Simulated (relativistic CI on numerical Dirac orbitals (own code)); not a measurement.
Ba+: computed level list

Computed by Dirac-Coulomb-Breit CI, KLI orbitals optimised for each configuration, QED by a radiative potential, valence Slater integrals scaled by 0.85, P86 correlation energy added to each configuration (own radial code, finite nucleus).

CI space (outside the closed core [Xe]): 6s, 5d, 6p, 7s, 6d, 4f, 7p, 6f, 8s, 7d, 8p, 9s, 8d, 5f, 5g, 10s. Levels of other configurations are missing.

The lowest level is 6s ²S1/2, with 100 % of that term; Hund's rules for 6s give ²S with J = 1/2, in agreement.

```csv
No.,Configuration,Term,J,E (cm⁻¹),%,Landé g,jj configuration (%)
1,6s,²S,1/2,0.0,100,2.002,6s (100)
2,5d,²D,3/2,3972.0,100,0.799,5d3/2 (100)
3,5d,²D,5/2,4450.4,100,1.200,5d5/2 (100)
4,6p,²P°,1/2,18999.7,100,0.666,6p1/2 (100)
5,6p,²P°,3/2,20363.5,100,1.334,6p3/2 (100)
6,7s,²S,1/2,40340.8,100,2.002,7s (100)
7,6d,²D,3/2,43489.9,100,0.800,6d3/2 (100)
8,6d,²D,5/2,43671.6,100,1.200,6d5/2 (100)
9,7p,²P°,1/2,47515.2,100,0.666,7p1/2 (100)
10,7p,²P°,3/2,48014.8,100,1.334,7p3/2 (100)
11,4f,²F°,5/2,52450.5,91,0.857,4f5/2 (91)
12,4f,²F°,7/2,52786.7,95,1.143,4f7/2 (95)
13,8s,²S,1/2,55902.4,100,2.002,8s (100)
14,7d,²D,3/2,57579.7,100,0.800,7d3/2 (100)
15,7d,²D,5/2,57672.6,100,1.200,7d5/2 (100)
16,8p,²P°,1/2,59415.0,100,0.666,8p1/2 (100)
17,8p,²P°,3/2,59649.5,100,1.334,8p3/2 (100)
18,5g,²G,9/2,62163.2,100,1.111,5g9/2 (100)
19,5g,²G,7/2,62163.3,100,0.889,5g7/2 (100)
20,5f,²F°,7/2,63434.4,97,1.143,5f7/2 (97)
21,9s,²S,1/2,63742.2,100,2.002,9s (100)
22,5f,²F°,5/2,64217.8,94,0.857,5f5/2 (94)
23,8d,²D,3/2,64735.5,100,0.800,8d3/2 (100)
24,8d,²D,5/2,64786.0,100,1.200,8d5/2 (100)
25,10s,²S,1/2,68270.8,100,2.002,10s (100)
26,6f,²F°,7/2,68782.4,97,1.143,6f7/2 (97)
27,6f,²F°,5/2,69135.7,97,0.857,6f5/2 (97)
```

Energies count from the lowest computed level; ° marks odd parity. Filled j subshells are mostly left out of the jj labels.

The mean weight of the leading LS term, summed over parents, in these 27 levels is 99 %, and that of the leading jj configuration (from the same eigenvectors) 99 %.

For a near-neutral ion this model can misplace configurations by up to about 10,000 cm⁻¹ (more where the count of f electrons changes) and terms by 10 to 25 % of their spread. Rates follow the energies as ν³ (E1, M1) or ν⁵ (E2), so they and the lifetimes can be off by large factors. The fine structure of a lone outer electron comes out too small, for d and f at times inverted, and misplaced configurations move strength between like terms. 11 of the 11 excited levels that our extract of the measured tables holds in this range could be paired (the sources list more); they are missed by 2209 cm⁻¹ on average and 4303 at most, and levels without a partner can miss by more.
